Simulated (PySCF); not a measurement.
# Core-level binding energies of CrNCl3

CrNCl3 (singlet state).
Z-matrix (Å and degrees, PBE0-D3(BJ)/def2-SVP geometry), rows numbered from 1:
```
Cr
N   1  1.4746
Cl  1  2.1062  2  105.49
Cl  1  2.1058  2  105.54  3  -119.89
Cl  1  2.1073  2  105.56  3   120.19
```

Computed with delta-SCF UKS SCAN, pcX-2 on the ionised atom (unc-x2c-TZVPall on a metal), pcseg-1 elsewhere, spin-free X2C in PySCF. These are vertical core ionisation energies against the vacuum level, from separate self-consistent calculations with and without the core hole.

**Question.** List the computed XPS lines with their assignment.

**Answer.** 
| atom(s) | bonded to | level | binding energy (eV) | 2p1/2 (eV) | count |
| --- | --- | --- | --- | --- | --- |
| Cl3/Cl4/Cl5 | Cr | Cl 2p3/2 | 206.24 | 207.89 | 3 |
| Cl3/Cl4/Cl5 | Cr | Cl 1s | 2828.85 | – | 3 |

**Question.** Which photon wavelength matches the Cl 2p3/2 of Cl3/Cl4/Cl5 threshold?

**Answer.** λ = hc/E = 12398.42 eV Å / 206.24 eV = 60.116 Å.

**Question.** Give the binding energy of Cl 2p3/2 of Cl3/Cl4/Cl5 in hartree and in kJ/mol.

**Answer.** 206.24 eV = 7.5792 Eh = 19899 kJ/mol.

Atoms equivalent by their bonding share one computed value, that of the first of them. Not every level is listed. Spin–orbit coupling isn't in the SCF: each 2p doublet comes from a relaxed spin-free hole plus a matrix of the shell (mean-field spin–orbit coupling and the ground-state 2p splitting), with 2p3/2 averaged over its two sublevels. 2p1/2 minus 2p3/2 (ligand field included): Cl 1.65 eV. No level of chromium or nitrogen is listed. Geometry: PBE0-D3(BJ)/def2-SVP; no solvent, vibrations or thermal averaging. Metal 2p energies of this one-determinant scheme are less reliable than its 1s energies.
